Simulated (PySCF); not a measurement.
Molecule: `InChI=1S/C8H6S/c1-2-7-4-3-5-8(9)6-7/h1,3-6,9H`.

Bonds (- single, = double, # triple, : aromatic): C1#C2, C2-C3, C3:C4, C4:C5, C5:C6, C6:C7, C7-S8, C7:C9, C9:C3. C1 carries H10; C4 carries H11; C5 carries H12; C6 carries H13; S8 carries H14; C9 carries H15.

Frames of a GFN2-xTB Langevin trajectory at 400 K; GIAO PBE0/pcSseg-1 shieldings in PySCF, gas phase, non-relativistic; equivalent atoms averaged within each frame.

References, each an isolated molecule treated in the same way: TMS for ¹³C (186.93 ppm), ¹H (31.72 ppm); ³³S (503.73 ppm) against CS2. The references are static minima.

How do the shifts (ppm) fluctuate along the trajectory?

## Answers


```
         time (fs)     C4     C5     C6     C9     C7     C3    C2    C1   S8   H13
               250  145.7  145.4  144.7  141.4  132.0  127.3  90.4  87.9  -24  8.26
               425  130.9  127.4  133.1  143.6  143.7  129.6  87.6  92.8  -24  7.91
               625  130.8  140.0  143.8  130.2  144.2  130.1  94.5  92.0    1  6.94
               800  142.5  129.9  136.0  136.6  142.8  133.8  88.6  91.5    2  7.00
              1000  137.1  131.1  138.5  138.7  143.5  133.8  93.8  88.4  -24  8.35
    mean of frames  137.4  134.8  139.2  138.1  141.2  130.9  91.0  90.5  -14  7.69
standard deviation    6.7    7.6    5.0    5.1    5.2    2.8   3.1   2.2   14  0.68
```

5 frames give an uncertainty of the mean of about the standard deviation over 2.2 at best, since frames this close in time may not be independent; classical motion lacks zero-point vibration, and the reference would need the same averaging.
